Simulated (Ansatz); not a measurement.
Species: sum formula AlN$_{2}$H$_{4}$F (charge 0, singlet). SMILES: [NH2][Al]([NH2])[F]
Geometry from a B3LYP-D3(BJ)/def2-TZVP (Ansatz, a program for electronic structure) optimisation:
```xyz
8

N     -1.4664    -0.8877     0.3481
Al     0.0003     0.0264     0.0062
N      1.4466    -0.6761    -0.7139
F      0.0207     1.6396     0.3835
H     -1.6014    -1.8685     0.1655
H     -2.2946    -0.4889     0.7597
H      1.5571    -1.6390    -0.9860
H      2.2865    -0.1562    -0.9106
```
Charge 0, spin multiplicity 1.

Quantity: vertical triplet-singlet gap (E(triplet) - E(singlet); each state is the SCF solution reached for its spin), in kcal/mol. Correlated levels leave the core frozen unless marked. Open shells are spin-unrestricted. Spin-orbit coupling is left out. Non-relativistic. CBS marks a two-point X^-3 extrapolation of the correlation energy; Hartree-Fock from the larger set. The bracket is a focal-point correction in the basis named.

```tsv
level	program	vertical triplet-singlet gap (kcal/mol)
HF/aug-cc-pV(T+d)Z	Ansatz	107.8
HF/aug-cc-pV(Q+d)Z	Ansatz	107.9
PBE/def2-TZVPD	Ansatz	106.5
r2SCAN/def2-TZVPD	Ansatz	113.5
B3LYP/def2-TZVPD	Ansatz	115.2
PBE0/def2-TZVPD	Ansatz	117.6
BHLYP/def2-TZVPD	Ansatz	123.4
wB97M-V/def2-TZVPD	Ansatz	130.3
wB97X-V/def2-TZVPD	Ansatz	133.0
B2PLYP/def2-TZVPD	Ansatz	125.9
MP2/aug-cc-pV(D+d)Z	Ansatz	131.2
MP2/aug-cc-pV(T+d)Z	Ansatz	133.9
RI-MP2/aug-cc-pV(T+d)Z	Ansatz	133.9
RI-MP2/aug-cc-pV(Q+d)Z	Ansatz	135.1
RI-MP2/CBS(aug-cc-pV(T+d)Z,aug-cc-pV(Q+d)Z)	Ansatz	136.0
SCS-MP2/aug-cc-pV(D+d)Z	Ansatz	132.0
SCS-MP2/aug-cc-pV(T+d)Z	Ansatz	134.9
CCSD/aug-cc-pV(T+d)Z	Ansatz	127.6
CCSD(T)/aug-cc-pV(T+d)Z	Ansatz	127.8
RI-MP2/CBS(aug-cc-pV(T+d)Z,aug-cc-pV(Q+d)Z)+[CCSD(T)-MP2]/aug-cc-pV(D+d)Z	Ansatz	130.1
RI-MP2/CBS(aug-cc-pV(T+d)Z,aug-cc-pV(Q+d)Z)+[CCSD(T)-MP2]/aug-cc-pV(T+d)Z	Ansatz	129.9
```
